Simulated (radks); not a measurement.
Problem. These are the eigenvalues of the occupied orbitals of an atom or ion with whole-number occupations (eV). Method: scalar-relativistic Kohn-Sham, LDA (Slater exchange, Perdew-Wang correlation), spin-polarised, spherical densities, finite nucleus; Fermi nuclear charge, rms radius of each element as measured or else 0.836 A^(1/3) + 0.57 fm; computed with a radial shooting solver on a logarithmic mesh with Libxc functionals.

| orbital | eigenvalue |
|---|---|
| 1s | -9507.107 |
| 2s | -1156.163 |
| 2p | -1003.453 |
| 3s | -128.6257 |
| 3p | -83.2636 |
| 3d | -10.4247 |
| 4s | -6.2195 |

Which element is it, and in what charge state? The configuration may be excited. Open shells, if any, are filled with parallel spins first.

Solution. Z = 30, zinc, charge 0: Zn in [Ar] 3d10 4s2. The list shows which subshells hold electrons but not how many an open one holds; the 1s level, -349.38 hartree, gives Z - s = 26.4 by -(Z - s)^2/2, which with screening and relativity narrows Z to a few neighbours, and the depths of the outer levels then fix element, charge and occupations together.
